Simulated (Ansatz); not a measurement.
The cluster Sn₃H₄, relaxed as a singlet with RKS PBE-D4/def2-SVP in Ansatz, starting from the GFN1-xTB geometry. Force threshold 0.02 eV/Å.

In the def2 sets Sn takes a core potential; there is no spin–orbit coupling. Another isomer (singlet) lies 0.67 eV lower at PBE0-D4/def2-TZVP; other spin states weren't run for this one.

Start:

```xyz
7

Sn    0.020    1.608   -1.054
Sn    0.238   -1.156   -0.901
Sn    0.960   -0.293    1.641
H    -0.687   -0.594    2.191
H     0.872   -2.368   -1.988
H    -1.704    1.475   -0.722
H     0.302    1.328    0.832
```

```tsv
step	energy (eV)	largest force component (eV/Å)	SCF passes
1	-17558.3413	0.806	27
2	-17558.4015	0.805	35
3	-17558.4668	0.242	30
4	-17558.5158	0.248	29
5	-17558.5291	0.238	28
6	-17558.5532	0.182	28
7	-17558.5691	0.172	28
8	-17558.5722	0.210	28
9	-17558.5776	0.178	28
10	-17558.5798	0.041	27
11	-17558.5799	0.011	28
12	-17558.5800	0.011	24
13	-17558.5804	0.043	29
14	-17558.5820	0.090	29
15	-17558.5912	0.199	30
16	-17558.6213	0.363	29
17	-17558.6771	0.435	31
18	-17558.7224	0.148	30
19	-17558.7340	0.155	30
20	-17558.7398	0.038	28
21	-17558.7404	0.021	29
22 (rejected)	-17558.7403	0.050	29
23	-17558.7406	0.007	29
```

Force components are those of the run's own axes.

End:

Cartesian coordinates in Å:
```
Sn -0.096 1.841 -1.030
Sn 0.618 -0.963 -0.778
Sn 0.977 -0.173 1.882
H -0.521 -1.051 0.929
H 0.377 -2.599 -1.346
H -1.794 1.451 -0.572
H 0.438 1.494 0.914
```

By distances, no bond broke or formed. The bond that changes most is Sn3–H4, from 1.76 to 1.98 Å (atoms count from 1). A close non-bonded pair moves further: Sn2–H4, from 3.28 to 2.05 Å.

The force fell under the threshold at step 11, but the optimiser went on and released 0.161 eV more. No frequencies were taken in this run, so the end may be a saddle point.

Run time 22 s (4 threads of Arm Neoverse V2 on a shared host).
